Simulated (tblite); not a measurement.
Species: C₃H₆F₂NO₄S₂ (charge -1).
SMILES with atom numbers: `[CH3:1][CH2:2][S:3](=[O:4])(=[O:5])[N-:6][S:7](=[O:8])(=[O:9])[CH:10]([F:11])[F:12]` (hydrogens: H13, H14, H15 on C1; H16, H17 on C2; H18 on C10)

Cartesian coordinates in Å at the GFN2-xTB level; atoms count from 1:
```
atom  x, y, z in Å
C1    -2.401   -0.002   -1.821
C2    -1.481   -0.733   -0.871
S3     0.234   -0.265   -1.282
O4     0.465   -0.711   -2.638
O5     0.348    1.171   -1.092
N6     1.181   -1.084   -0.288
S7     1.198   -0.516    1.178
O8    -0.097   -0.092    1.666
O9     1.933   -1.387    2.055
C10    2.178    1.081    1.083
F11    3.434    0.835    0.651
F12    2.301    1.626    2.317
H13   -2.220    1.066   -1.728
H14   -2.170   -0.298   -2.842
H15   -3.450   -0.211   -1.610
H16   -1.613   -0.443    0.166
H17   -1.525   -1.812   -0.980
H18    1.677    1.781    0.410
```

Computed values, GFN2-xTB/tblite, gas phase, harmonic and unscaled. Errors from tens to a few hundred cm⁻¹ against measured bands are possible. One conformer, not necessarily the lowest.

Harmonic wavenumbers (cm⁻¹): 38.9, 49.2, 73.0, 97.3, 129.8, 162.4, 170.2, 174.4, 180.5, 237.5, 272.5, 306.6, 322.3, 349.9, 386.8, 472.8, 489.3, 507.2, 524.1, 547.3, 651.9, 678.4, 788.2, 852.4, 951.7, 991.2, 1001.1, 1043.9, 1064.8, 1090.5, 1097.7, 1120.1, 1159.7, 1195.8, 1207.6, 1213.6, 1232.4, 1234.7, 1384.2, 1437.0, 1476.0, 1498.8, 2971.0, 2992.2, 3022.1, 3031.6, 3045.6, 3048.9.

A = 1397, B = 516.4, C = 483.8 MHz; mass 221.971 u (most abundant isotopes); point group C1, symmetry number 1.

Problem. What is the zero-point energy?

Solution. Half the sum of the wavenumbers: 23988 cm⁻¹ = 68.58 kcal/mol.

Problem. Give the ideal-gas entropy at 298.15 K and 1 bar in the rigid-rotor, harmonic-oscillator model (classical rotation).

Solution. Translation 42.12, rotation 31.20, vibration 43.85: S = 117.2 cal/(mol K).

Problem. And Cp and H(298.15 K) − H(0)?

Solution. Cp = 48.56 cal/(mol K), of which vibrations give 40.62 (their classical limit is 48 R = 95.4); H(298.15 K) − H(0) = 9.05 kcal/mol without the zero-point energy, 6.68 from vibrations.

Problem. What must be added to the electronic energy to get the Gibbs energy at 298.15 K and 1 bar?

Solution. ZPE + [H(298.15 K) − H(0)] − T·S = 68.58 + 9.05 − 34.93 = 42.70 kcal/mol.

Problem. Blend soft modes into free rotors: weight 1/[1 + (100 cm⁻¹/ν̃)⁴] for the oscillator and the rest for a rotor with moment μB/(μ + B), μ = h/(8π²ν), B = 10⁻⁴⁴ kg m². What vibrational entropy results?

Solution. 40.00 cal/(mol K) in place of 43.85, which changes −T·S at 298.15 K by +1.15 kcal/mol.

Problem. Which modes carry the vibrational entropy at 298.15 K?

Solution. 38.9 cm⁻¹: 5.31; 49.2 cm⁻¹: 4.85; 73.0 cm⁻¹: 4.07; 97.3 cm⁻¹: 3.51; 129.8 cm⁻¹: 2.95; 162.4 cm⁻¹: 2.52 cal/(mol K); the other 42 give 20.64 together.

Hindered rotation and anharmonicity are outside this model. Other conformers, if any are populated, would add a mixing term that is left out. The structure is chiral; the term R ln 2 for an equal mix with its mirror image is left out.
